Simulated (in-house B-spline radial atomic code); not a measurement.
Radial electron density of Pd2+, [Kr] 4d8. Computed with an all-electron radial atomic-structure program (B-spline basis): non-relativistic PBE, spin-polarised, spherical fractional occupations, point nucleus, inside a hard spherical wall at 3.77 bohr.

Columns: r (bohr), 4πr²n(r) (electrons per bohr), bar.

```
 0.00168    2.073 #
 0.00204    2.956 ##
 0.00247    4.166 ###
 0.00299     5.82 ####
 0.00363    8.087 #####
  0.0044    11.07 #######
 0.00534    14.96 #########
 0.00648    19.84 ############
 0.00785    25.68 ################
 0.00953    32.47 ####################
  0.0116    39.85 ########################
   0.014    46.73 ############################
   0.017    52.71 ################################
  0.0206    56.46 ##################################
   0.025    57.33 ###################################
  0.0303    55.37 ##################################
  0.0368    51.92 ###############################
  0.0446    49.62 ##############################
  0.0541    51.17 ###############################
  0.0656    57.59 ###################################
  0.0795    66.47 ########################################
  0.0965    72.53 ############################################
   0.117    70.76 ###########################################
   0.142    61.49 #####################################
   0.172     51.8 ###############################
   0.209    49.47 ##############################
   0.253    54.71 #################################
   0.307    58.26 ###################################
   0.372    51.05 ###############################
   0.451    34.94 #####################
   0.548    20.49 ############
   0.664    15.38 #########
   0.805    16.57 ##########
   0.977    17.04 ##########
    1.18    13.92 ########
    1.44    8.806 #####
    1.74    4.685 ###
    2.11    2.061 #
    2.56   0.7193 
    3.11   0.1502 
    3.73 0.0004667
```

On this grid the curve has 4 maxima, near 0.025, 0.0965, 0.307, 0.977 bohr.

The 4d up radial function P(r) = rR(r), positive near the nucleus:

```csv
r (bohr),P
0.0116,0.00113
0.017,0.003281
0.025,0.009273
0.0368,0.02493
0.0541,0.06197
0.0795,0.1385
0.117,0.267
0.172,0.4131
0.253,0.4537
0.372,0.2197
0.548,-0.2999
0.805,-0.7978
1.18,-0.9127
1.74,-0.6476
2.56,-0.285
3.73,-0.007423
```
